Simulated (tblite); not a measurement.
Species: C6H10F3P.
SMILES with atom numbers: `[CH3:1]/[CH:2]=[CH:3]/[P:4]([CH2:5][CH3:6])[C:7]([F:8])([F:9])[F:10]` (hydrogens: H11, H12, H13 on C1; H14 on C2; H15 on C3; H16, H17 on C5; H18, H19, H20 on C6)

Structure used (GFN2-xTB), in Å, numbered top down from 1:
```xyz
20
C6H10F3P angstrom
C      2.9004    1.2132    0.6156
C      1.9249    0.5293   -0.2747
C      0.7771   -0.0014    0.1315
P     -0.3666   -0.8036   -1.0273
C     -1.9704   -0.1194   -0.3743
C     -2.1208    1.3430   -0.7734
C     -0.4885   -2.4237   -0.0524
F      0.6237   -3.1576   -0.2004
F     -0.6641   -2.2648    1.2721
F     -1.5153   -3.1748   -0.4796
H      2.5474    1.2390    1.6436
H      3.8578    0.6942    0.5826
H      3.0700    2.2332    0.2715
H      2.1966    0.4747   -1.3212
H      0.4781    0.0398    1.1746
H     -2.7822   -0.7134   -0.8036
H     -1.9995   -0.2242    0.7147
H     -2.0987    1.4480   -1.8561
H     -1.3099    1.9386   -0.3571
H     -3.0652    1.7404   -0.4078
```

Method: GFN2-xTB as coded in tblite; computed harmonic values from a numerical Hessian at the method's own geometry, unscaled. The method is semi-empirical: single wavenumbers can be off by several per cent or more. One conformer, not necessarily the lowest.

Harmonic wavenumbers (cm⁻¹): 31.9, 44.3, 71.4, 106.1, 120.7, 142.1, 172.6, 210.1, 221.0, 240.0, 274.5, 287.7, 336.5, 403.4, 441.1, 472.8, 479.4, 664.4, 695.6, 698.7, 757.9, 815.2, 981.3, 983.9, 1002.1, 1017.7, 1030.0, 1034.1, 1049.6, 1077.4, 1084.9, 1107.9, 1206.7, 1223.7, 1254.2, 1278.5, 1395.7, 1409.6, 1435.0, 1466.6, 1472.6, 1493.7, 1497.0, 1676.5, 2935.2, 2954.6, 2998.9, 3002.9, 3017.4, 3022.1, 3030.6, 3037.2, 3041.0, 3057.9.

A = 1289, B = 840.5, C = 595.7 MHz; mass 170.047 u (most abundant isotopes); point group C1, symmetry number 1.

Problem. What is the zero-point energy?

Solution. ½Σν̃ = 32482 cm⁻¹ = 388.57 kJ/mol.

Problem. What is S at 273.15 K and 1 bar for an ideal gas of classical rigid rotors and harmonic oscillators?

Solution. Translation 171.09, rotation 126.89, vibration 163.30: S = 461.3 J/(mol K).

Problem. And Cp and H(273.15 K) − H(0)?

Solution. Cp = 182.23 J/(mol K), of which vibrations give 148.97 (their classical limit is 54 R = 449.0); H(273.15 K) − H(0) = 31.58 kJ/mol without the zero-point energy, 22.50 from vibrations.

Problem. Blend soft modes into free rotors: weight 1/[1 + (100 cm⁻¹/ν̃)⁴] for the oscillator and the rest for a rotor with moment μB/(μ + B), μ = h/(8π²ν), B = 10⁻⁴⁴ kg m². What vibrational entropy results?

Solution. 147.20 J/(mol K) in place of 163.30, which changes −T·S at 273.15 K by +4.40 kJ/mol.

Problem. What must be added to the electronic energy to get the Gibbs energy at 273.15 K and 1 bar?

Solution. ZPE + [H(273.15 K) − H(0)] − T·S = 388.57 + 31.58 − 126.00 = 294.15 kJ/mol.

Hindered rotation and anharmonicity are outside this model. Other conformers, if any are populated, would add a mixing term that is left out. The structure is chiral; the term R ln 2 for an equal mix with its mirror image is left out.
